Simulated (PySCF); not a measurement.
(Z)-1,2-dibromo-1,2-difluoroethene (C2Br2F2), SMILES F/C(Br)=C(\F)Br.

Coordinates come from a B3LYP-D3(BJ)/def2-SVP optimisation.

Computed with PBE/def2-TZVP (PySCF).

Symmetry labels are those of the subgroup C2v that the program uses (full group C2v).

Computed valence orbital energies around the gap with their symmetry:
| orbital | symmetry | energy (eV) |
|---|---|---|
| HOMO−7 | A2 | -11.66 |
| HOMO−6 | B2 | -10.36 |
| HOMO−5 | A1 | -9.70 |
| HOMO−4 | B1 | -8.74 |
| HOMO−3 | A1 | -8.29 |
| HOMO−2 | A2 | -8.03 |
| HOMO−1 | B2 | -7.46 |
| HOMO | B1 | -6.07 |
| LUMO | A1 | -1.82 |
| LUMO+1 | A2 | -1.35 |
| LUMO+2 | B2 | -1.32 |
| LUMO+3 | A1 | 0.08 |
